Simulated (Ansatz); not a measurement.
A search over several starts for the lowest SCF solution of SbH2(OMe) (CH5OSb) at the given spin, in a small basis.

```yaml
crystal:
  periodic: [false, false, false]
  atoms:
    - {symbol: Sb, position_ang: [1.033711, 1.294666, 0.414851]}
    - {symbol: H, position_ang: [2.286834, 1.440088, -0.738199]}
    - {symbol: H, position_ang: [-0.009160, 2.267472, -0.552269]}
    - {symbol: O, position_ang: [0.461689, -0.435955, -0.340572]}
    - {symbol: C, position_ang: [-0.701467, -1.009046, 0.199672]}
    - {symbol: H, position_ang: [-0.669273, -1.089287, 1.296136]}
    - {symbol: H, position_ang: [-0.796045, -2.020229, -0.206224]}
    - {symbol: H, position_ang: [-1.606288, -0.447710, -0.073396]}
basis:
  gaussian: {orbitals: def2-SVP, initial_orbitals: start.molden}
hamiltonian: {xc: pbe0, dispersion: d4}
output: {orbitals: {seedname: orbitals}}
```

The file start.molden holds the orbitals of an earlier run on this structure, at another level or in another basis.

```sh
$ ansatz run in.yaml --threads 4 --pin off --events-out ev --progress --plain --max-ram 3916MiB
```

It prints (some lines left out):

```
Functional definition: PBE0
865 factors; integrals over basis functions are off by at most 1.3e-3 eV
mean field evaluation 1: about -9695.9918 eV, gradient 2.2e1 eV
mean field evaluation 2: about -9696.1659 eV, gradient 2.4e-1 eV
mean field evaluation 4: about -9696.3230 eV, gradient 1.4e-3 eV
mean field evaluation 8: about -9691.9259 eV, gradient 4.4e1 eV
mean field evaluation 16: about -9696.3230 eV, gradient 5.4e-2 eV
mean field -9696.32299455 eV, -356.3332976458 hartree, gradient 3.5e-5 eV, S^2 0.000000; 1 other end points of the search recorded, 0 dependent functions left out
reference -9696.32301994 eV, -356.3332985790 hartree; 21, 21 occupied and 58, 58 virtual orbitals, 865 factors
Total energy: -9696.43940102 eV, -356.3375755047 hartree
```

Hardware: 4 threads of Arm Neoverse V1 on a shared host. Wall time 1.1 s.

In the def2 sets Sb takes a core potential; there is no spin–orbit coupling.
